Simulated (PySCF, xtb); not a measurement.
CBr₂F₂, SMILES FC(F)(Br)Br.

Harmonic wavenumbers (cm⁻¹) from GFN2-xTB run with xtb at its own minimum, in rising order: 139, 251, 270, 295, 321, 548, 651, 1041, 1101.

### Question
What does PBE0-D3(BJ)/def2-SVP run with PySCF give at its own minimum? (The exact figures need the calculation; the answer reports its results.)

### Answer
168, 285, 334, 346, 375, 647, 831, 1158, 1248. Paired by order, the mean absolute difference is 86 cm⁻¹ and the zero-point energies are 6.6 and 7.7 kcal/mol.
